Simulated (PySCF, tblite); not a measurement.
One entry of a table of gas-phase calculations, keyed by method. Lists by class give the value and the number of equivalent atoms.

```json
{
 "formula": "C8H11",
 "smiles": "C#C[C@@H]1C[C@@H]1[CH]CC",
 "inchi": "InChI=1S/C8H11/c1-3-5-8-6-7(8)4-2/h2,5,7-8H,3,6H2,1H3/t7-,8+/m1/s1",
 "charge": 0,
 "multiplicity": 2,
 "geometry_level": "GFN2-xTB",
 "atoms_angstrom": [
  ["C", 1.367, 1.066, -2.537],
  ["C", 1.584, 0.891, -1.37],
  ["C", 1.812, 0.677, 0.015],
  ["C", 2.168, -0.687, 0.518],
  ["C", 0.79, -0.165, 0.849],
  ["C", -0.386, -0.718, 0.25],
  ["C", -1.742, -0.498, 0.806],
  ["C", -2.486, 0.622, 0.058],
  ["H", 1.197, 1.227, -3.559],
  ["H", 2.234, 1.531, 0.532],
  ["H", 2.227, -1.481, -0.212],
  ["H", 2.89, -0.764, 1.317],
  ["H", 0.652, 0.213, 1.856],
  ["H", -0.306, -1.155, -0.732],
  ["H", -1.677, -0.235, 1.865],
  ["H", -2.334, -1.415, 0.716],
  ["H", -1.944, 1.56, 0.15],
  ["H", -3.486, 0.752, 0.466],
  ["H", -2.568, 0.377, -0.998]
 ],
 "electronic_structure_code": "PySCF",
 "results": {
  "GFN2-xTB geometry": {
   "point_group": "C1",
   "rotational_constants_GHz": [2.876, 1.401, 1.043]
  },
  "GFN2-xTB harmonic vibrations, gas phase": {
   "strongest_ir_bands_cm-1_km_per_mol_modes": [
    [2930.9, 45.1, 1],
    [2966.8, 38.4, 1],
    [3025.2, 54.3, 1],
    [3027.9, 41.1, 1],
    [3039.1, 45.9, 1],
    [3103.1, 69.5, 1]
   ],
   "zpe_kcal_per_mol": 99.5
  },
  "UKS B3LYP, pcH-1 on C H, non-relativistic, mean-field spin-orbit, GIAO": {
   "g_iso": 2.00258,
   "g_tensor": [2.00215, 2.00269, 2.0029],
   "s2": 0.755,
   "a_iso_by_class_MHz": [
    ["13C", 88.5, 1],
    ["13C", 80.8, 1],
    ["13C", 69.4, 1],
    ["1H", 59.0, 1],
    ["1H", -56.3, 1]
   ],
   "spin_populations_mulliken_by_atom": [0.02, -0.01, 0.12, 0.06, -0.11, 0.96, -0.07, 0.04, 0.0, 0.0, 0.0, 0.0, 0.0, -0.04, 0.0, 0.02, 0.0, 0.01, 0.0]
  }
 }
}
```

g_iso is shifted by about +260 ppm from the free-electron value 2.002319; the principal values span 0.0007. The zero-point energy, half the sum of the 51 harmonic wavenumbers, equals 34800 cm⁻¹ or 416 kJ/mol. At 9.50 GHz, hν = g·μB·B₀ (B₀ the magnetic field) puts the centre of the isotropic spectrum, to first order, at 338.9 mT.

 In GFN2-xTB open shells enter through the occupations alone, without spin polarisation, so single modes can be far off. Hyperfine couplings depend on the geometry, which wasn't re-optimised at a DFT level. Couplings of like nuclei are plain means over topologically equivalent atoms, as if these changed places fast (by rotation of a methyl-like group, say); in this geometry the members of some sets differ.

The values belong to the conformer `[CH:1]#[C:2][C@@H:3]1[CH2:4][C@@H:5]1[CH:6][CH2:7][CH3:8]`: C4–C5–C6–C7 163°, C5–C6–C7–C8 99°.
